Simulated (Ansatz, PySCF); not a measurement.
AsH3 (SMILES [AsH3]) and H2 (SMILES [H][H]) are pulled apart as rigid monomers along the line of their centres of mass, from the B3LYP-D3(BJ)/def2-TZVP minimum. Starting geometry (charge 0, multiplicity 1):
```xyz
6

As    -0.017    -0.201    -0.246
H     -1.133     0.525     0.498
H      1.055     0.427     0.640
H     -0.130    -1.420     0.663
H     -0.243     0.048     4.051
H     -0.212     0.010     3.308
```

Interaction energies with rigid monomers; basis-set methods are counterpoise corrected unless marked otherwise.

Frozen-core correlation. Filled d and f shells under p-block atoms count as core. Rows in 6-31G*, STO-3G carry no dispersion term and start afresh at each structure (6-31G* with six Cartesian d functions); the Pople sets are all-electron and without relativity. MP2/6-31G* freezes PySCF's default core, which leaves 3d correlated.

Programs: Ansatz (Gaussian basis) for Hartree–Fock, density functionals and correlated methods; PySCF for 6-31G* rows, STO-3G rows, the dispersion terms. Each number belongs to the level named beside it.

| As1···H6 (Å) | HF/STO-3G (no counterpoise) (meV) | B3LYP-D3(BJ)/def2-TZVPPD (meV) | PBE0-D3(BJ)/def2-TZVPPD (meV) | MP2/6-31G* (meV) | MP2/aug-cc-pVTZ (meV) |
|---|---|---|---|---|---|
| 3.21 | 23.7 | -3.1 | -13.2 | [?] | 1.9 |
| 3.57 | 6.4 | -12.1 | [?] | 7.4 | -10.3 |
| 4.10 | 1.4 | -8.1 | -14.9 | -1.1 | -9.2 |
| 4.99 | 0.5 | -2.5 | -5.3 | -1.1 | -3.7 |
| 6.42 | 0.2 | -0.8 | -0.9 | -0.3 | -0.8 |

Task: What belongs in the gaps?

Result: 
- 3.57, PBE0-D3(BJ)/def2-TZVPPD (meV): -20.5
- 3.21, MP2/6-31G* (meV): 33.0

Ansatz is an electronic-structure program.
